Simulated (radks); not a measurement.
Numerical settings for neutral carbon, [He] 2s2 2p2. Calculated with a radial shooting solver on a logarithmic mesh with Libxc functionals: non-relativistic Kohn-Sham, PBE, spin-polarised, spherical densities, point nucleus; open shells are filled with parallel spins first. The defaults (mesh step 0.008 in ln r, mesh end at 40 bohr or more with all orbitals vanishing there, Anderson mixing 0.5 over 9 steps, residual threshold near 1e-9 with the energy settled to 1e-9 hartree or 1e-11 of itself, here a cap of 82 iterations) give E = -37.7937 hartree and 2p at -6.099 eV in 13 iterations. Run on one thread of a shared host, so times are rough (Arm Neoverse N1): 0.1 s of CPU time, 0.1 s wall, 13 iterations on 2496 mesh points. Changes against that run (0 stands for a change within the tolerance of the run):

setting                    iterations         converged  E (mhartree)  e(2p) (meV)  CPU (s)
mesh step in ln r 0.2              82                no     -2.48e+05            -     0.19
mesh step in ln r 0.12              4                no      diverged            -     0.01
mesh step in ln r 0.02             13               yes             0            0     0.05
mesh end (bohr) 3                  12  level above zero          +435    +8.74e+03     0.07
mesh end (bohr) 400                13               yes             0            0      0.1
residual threshold 0.001            9               yes             0      +0.0115     0.07
residual threshold 1e-05            9               yes             0      +0.0115     0.07
mixing 0.05                        16               yes             0            0     0.12
linear mixing, mixing 0.5          31               yes             0            0     0.18
linear mixing, mixing 0.8          20               yes             0            0     0.12
mixing history 20                  16               yes             0            0     0.11
iteration cap 2                     2                no         +12.6    -4.38e+03     0.02

Settled on a wrong energy, with an occupied level pushed above zero by the early mesh end: mesh end (bohr) 3 (+0.435 hartree). Apart from these: no run marked as converged misses the energy by more than 1 mhartree. A mesh that ends early acts as a hard wall.
